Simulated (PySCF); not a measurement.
An unknown gives this computed stick spectrum. Theory: TDDFT PBE0/def2-SVPD, vertical, gas phase, core orbitals frozen in the response (PySCF 2.14.0, density-fitted response routines). Geometries: GFN2-xTB, one conformer each.

| state | E (eV) | f |
| --- | --- | --- |
| S1 | 5.37 | 0.022 |
| S2 | 5.88 | 0.081 |
| S3 | 6.52 | 0.015 |
| S4 | 6.56 | 0.013 |
| S5 | 6.83 | 0.052 |
| S6 | 6.96 | 0.111 |

Orbital energies (eV): HOMO-3 -9.14, HOMO-2 -8.63, HOMO-1 -7.94, HOMO -6.69, LUMO 0.14, LUMO+1 0.30, LUMO+2 0.89.

Task: Which candidate is it? All have the formula C6H11P.
A. `C=CP(C)C(=C)C`
B. `P(C1=CCCC1)C`
C. `C#CP(C)C(C)C`

Result: C. Its S1 lies at 5.37 eV; the nearest of the others has S1 at 5.65 eV. S1 is HOMO→LUMO (91%). Löwdin shares by element: HOMO phosphorus 46%, carbon 38% or more (atoms not listed hold the other 16%); LUMO carbon 57% or more, phosphorus 18% (atoms not listed hold the other 25%). At the same level the other candidates give, for their lowest levels:
- `C=CP(C)C(=C)C`: 4.87 eV (f 0.008); 5.73 eV (f 0.086); 6.22 eV (f 0.028); 6.39 eV (f 0.295); 6.50 eV (f 0.014); T1 4.04 eV; HOMO -6.49, LUMO -0.44 eV
- `CPC1=CCCC1`: 5.65 eV (f 0.243); 5.84 eV (f 0.009); 6.22 eV (f 0.011); 6.50 eV (f 0.016); 6.81 eV (f 0.089); T1 3.97 eV; HOMO -6.33, LUMO 0.18 eV

Conformer computed: `[CH:1]#[C:2][P:3]([CH3:4])[CH:5]([CH3:6])[CH3:7]`: C2–P3–C5–C6 -70°.
Triplets come from the Tamm–Dancoff approximation.
